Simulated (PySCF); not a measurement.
Species: C₂H₁₁NOSi₂.
Atom-mapped SMILES: `[CH3:1][NH:2][SiH2:3][CH2:4][SiH2:5][OH:6]` (hydrogens: H7, H8, H9 on C1; H10 on N2; H11, H12 on Si3; H13, H14 on C4; H15, H16 on Si5; H17 on O6)

The same species was optimised twice, with GFN2-xTB and with PBE0-D3(BJ)/def2-SVP (PySCF), and the same property calculations (PySCF, gas phase) were run on both structures.

```csv
coordinate,GFN2-xTB,PBE0-D3(BJ)/def2-SVP,change
Si5–O6 (Å),1.621,1.659,+0.038
N2–Si3 (Å),1.740,1.766,+0.026
Si3–C4 (Å),1.894,1.872,-0.022
C4–Si5 (Å),1.908,1.888,-0.020
C1–N2 (Å),1.450,1.454,+0.004
Si3–C4–Si5 (°),113.7,112.3,-1.4
C1–N2–Si3 (°),121.5,120.2,-1.3
N2–Si3–C4 (°),107.1,108.1,+1.0
C4–Si5–O6 (°),109.8,108.9,-0.9
C1–N2–Si3–C4 (°),64,69,+5
N2–Si3–C4–Si5 (°),52,52,0
Si3–C4–Si5–O6 (°),-43,-45,-2
```

Rotational constants: A = 3029, B = 1623, C = 1236 MHz (GFN2-xTB) against A = 3022, B = 1641, C = 1241 MHz (PBE0-D3(BJ)/def2-SVP). Point groups within 0.08 Å: C1 and C1.

On the GFN2-xTB structure: lowest singlet, TDDFT (eV) 6.28 [CAM-B3LYP/def2-SVPD]; lowest triplet, Tamm–Dancoff (eV) 6.02 [CAM-B3LYP/def2-SVPD]; isotropic polarisability (au) 87.0 [CAM-B3LYP/def2-SVPD]; HOMO (eV) -8.64 [CAM-B3LYP/def2-SVPD]; LUMO (eV) 0.95 [CAM-B3LYP/def2-SVPD]; dipole (D) 2.77 [CAM-B3LYP/def2-SVPD]; HOMO (eV) -7.25 [PBE0/pcSseg-1]; LUMO (eV) 0.61 [PBE0/pcSseg-1]; dipole (D) 2.84 [PBE0/pcSseg-1]; GIAO shielding of C1 (ppm) 155.5 [PBE0/pcSseg-1]; GIAO shielding of N2 (ppm) 245.2 [PBE0/pcSseg-1]; GIAO shielding of Si3 (ppm) 377.4 [PBE0/pcSseg-1]; GIAO shielding of C4 (ppm) 191.4 [PBE0/pcSseg-1]; GIAO shielding of Si5 (ppm) 369.5 [PBE0/pcSseg-1]; GIAO shielding of O6 (ppm) 309.4 [PBE0/pcSseg-1].

Q: What do these properties become on the PBE0-D3(BJ)/def2-SVP structure?

A: 
| property | level | on GFN2-xTB | on PBE0-D3(BJ)/def2-SVP | change |
| --- | --- | --- | --- | --- |
| lowest singlet, TDDFT (eV) | CAM-B3LYP/def2-SVPD | 6.28 | 6.40 | +0.12 |
| lowest triplet, Tamm–Dancoff (eV) | CAM-B3LYP/def2-SVPD | 6.02 | 6.13 | +0.11 |
| isotropic polarisability (au) | CAM-B3LYP/def2-SVPD | 87.0 | 88.8 | +1.8 |
| HOMO (eV) | CAM-B3LYP/def2-SVPD | -8.64 | -8.75 | -0.11 |
| LUMO (eV) | CAM-B3LYP/def2-SVPD | 0.95 | 0.94 | -0.01 |
| dipole (D) | CAM-B3LYP/def2-SVPD | 2.77 | 2.91 | +0.14 |
| energy, GFN2-xTB geometry as zero (kcal/mol) | CAM-B3LYP/def2-SVPD | 0.0 | -2.5 | -2.5 |
| HOMO (eV) | PBE0/pcSseg-1 | -7.25 | -7.37 | -0.12 |
| LUMO (eV) | PBE0/pcSseg-1 | 0.61 | 0.58 | -0.03 |
| dipole (D) | PBE0/pcSseg-1 | 2.84 | 3.00 | +0.16 |
| energy, GFN2-xTB geometry as zero (kcal/mol) | PBE0/pcSseg-1 | 0.0 | -2.7 | -2.7 |
| GIAO shielding of C1 (ppm) | PBE0/pcSseg-1 | 155.5 | 153.8 | -1.7 |
| GIAO shielding of N2 (ppm) | PBE0/pcSseg-1 | 245.2 | 241.1 | -4.1 |
| GIAO shielding of Si3 (ppm) | PBE0/pcSseg-1 | 377.4 | 372.7 | -4.7 |
| GIAO shielding of C4 (ppm) | PBE0/pcSseg-1 | 191.4 | 189.7 | -1.7 |
| GIAO shielding of Si5 (ppm) | PBE0/pcSseg-1 | 369.5 | 367.7 | -1.8 |
| GIAO shielding of O6 (ppm) | PBE0/pcSseg-1 | 309.4 | 300.2 | -9.2 |

The heavy atoms differ by 0.046 Å rms after alignment. Among bonds between heavy atoms Si5–O6 changes most (+0.038 Å). Changes are differences of the printed values. Neither structure is proved a minimum here.

Conformer computed: `[CH3:1][NH:2][SiH2:3][CH2:4][SiH2:5][OH:6]`: C1–N2–Si3–C4 69°, N2–Si3–C4–Si5 52°, Si3–C4–Si5–O6 -45°, H–O6–Si5–C4 29°.
